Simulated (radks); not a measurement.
Values are calculated unless marked as measured or tabulated.
Problem. Species: Cr10+. Configuration: [Ne] 3s2 3p2. Level of theory: Dirac Kohn-Sham, LDA (Slater exchange, Perdew-Wang correlation), spin-unpolarised, spherical densities, finite nucleus; open shells fill j = l - 1/2 first; Fermi nuclear charge, rms radius 3.6452 fm (a radial shooting solver on a logarithmic mesh with Libxc functionals). Some entries of the table are withheld. Estimate them.

orbital,occ.,eigenvalue (hartree),r(max) (bohr)
1s1/2,2,-225.1116,0.04168
2s1/2,2,(1),0.2433
2p1/2,2,(2),0.1953
2p3/2,4,(3),0.1976
3s1/2,2,-10.44261,0.7237
3p1/2,2,-9.36724,0.7161
3p3/2,0,-9.30924,0.7210
3d3/2,0,-7.67125,0.6304
3d5/2,0,-7.66237,0.6315
4s1/2,0,-4.85243,1.562
4p1/2,0,-4.45489,1.609
4p3/2,0,-4.43559,1.617

Solution. 
(1) 2s1/2 eigenvalue (hartree): -33.68797
(2) 2p1/2 eigenvalue (hartree): -30.09574
(3) 2p3/2 eigenvalue (hartree): -29.77385
